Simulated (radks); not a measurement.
Question: Radial electron density D(r) = 4 pi r^2 rho(r) of an atom or ion with 19 electrons. All-electron calculation, scalar-relativistic Kohn-Sham, PBE, spin-unpolarised, spherical densities, finite nucleus; Fermi nuclear charge, rms radius of each element as measured or else 0.836 A^(1/3) + 0.57 fm. Program: a radial shooting solver on a logarithmic mesh with Libxc functionals.

r (bohr)  D(r) (e/bohr)
0.003995         0.8270
0.004614          1.074
0.005286          1.371
0.006056          1.743
0.006994          2.237
0.008013          2.817
0.00918           3.528
0.0106            4.446
0.01215           5.489
0.01403           6.798
0.01607           8.237
0.01841           9.869
0.02127           11.79
0.02436           13.73
0.02791           15.73
0.03224           17.79
0.03693           19.55
0.04265           21.05
0.04887           21.95
0.05598           22.24
0.06466           21.81
0.07408           20.78
0.08555           19.23
0.09801           17.66
0.1123            16.40
0.1297            15.82
0.1486            16.24
0.1702            17.59
0.1966            19.68
0.2252            21.61
0.2601            22.80
0.298             22.49
0.3414            20.53
0.3943            16.96
0.4517            12.93
0.5175            9.204
0.5977            6.447
0.6848            5.313
0.7908            5.433
0.906             6.141
1.038             6.712
1.199             6.650
1.373             5.866
1.586             4.527
1.817             3.156
2.082             1.982
2.404             1.111
2.755            0.6310
3.156            0.3928
3.645            0.2904
4.176            0.2528
4.823            0.2209
5.525            0.1785
6.33             0.1273
7.311           0.07648
8.376           0.04071
9.596           0.01844
11.08          0.006501
12.7           0.001950
14.66         0.0004214

What is the nuclear charge?

Answer: Z = 19. The innermost maximum, from 1s, lies near gamma/Z bohr with gamma = sqrt(1 - (Z/c)^2) = 0.990, here 0.0521 bohr (found: 0.0555), and its height grows with Z. The density is that of neutral potassium in [Ar] 4s1; the configuration itself is not fixed sharply by these data, and Z only to about a unit. D(r) has 3 maxima, at r = 0.0555, 0.271, 1.11 bohr, and minima at 0.131, 0.724 bohr, inside which lie 2.15, 10.36 electrons.
